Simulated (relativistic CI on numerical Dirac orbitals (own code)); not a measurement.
**d1 to d9 in one octahedral field**

Computed with a parametric ligand-field model without spin-orbit coupling, by exact diagonalisation: B = 530, C = 2170, 10Dq = 38000 cm⁻¹ (Oh; |10Dq|/B = 71.7) for every shell. Energies in cm⁻¹; the field energy is (0.6 n_e − 0.4 n_t2) × 10Dq of the ground term; g labels are left out. So small a B with so large a field is typical of 4d and 5d ions, where spin-orbit coupling, left out here, reaches 1,000 to 4,000 cm⁻¹.

```
Shell  Ground term  Electrons in e  Field energy  First spin-allowed bands  Lowest term of other spin
   d1          2T2           0.000        -15200                  2E 38000                           
   d2          3T1           0.005        -30193      3T2 36645, 3T1 43240                   1T2 7665
   d3          4A2           0.000        -45600      4T2 38000, 4T1 44058                   2E 10812
   d4          3T1           0.009        -60468       3E 35779, 3T1 36312                   1T2 6764
   d5          2T2           0.017        -75346      2A2 34930, 2T1 35121                  4T1 27333
   d6            ?               ?             ?                         ?                          ?
   d7           2E           1.008        -68082      2T1 36177, 2T2 36743                  4T1 27346
   d8          3A2           2.000        -45600      3T2 38000, 3T1 44058                    1E 8536
   d9           2E           3.000        -22800                 2T2 38000
```

(1) Fill in the row of d6.

Results:

(1) Ground term: 1A1; Electrons in e: 0.013; Field energy: -90696; First spin-allowed bands: 1T1 36292, 1T2 44117; Lowest term of other spin: 3T1 31752. Low spin: d4, d5, d6, d7; the other shells keep the spin of the free ion. Only d4 to d7 can choose; the field needed to pair spins is smallest for d6 and largest for d5, which loses most exchange energy. In the strong-field picture 10Dq must exceed about 6B + 5C = 14030 (d4), 7.5B + 5C = 14825 (d5), 2.5B + 4C = 10005 (d6) and 4B + 4C = 10800 (d7); mixing of terms shifts these bounds somewhat.
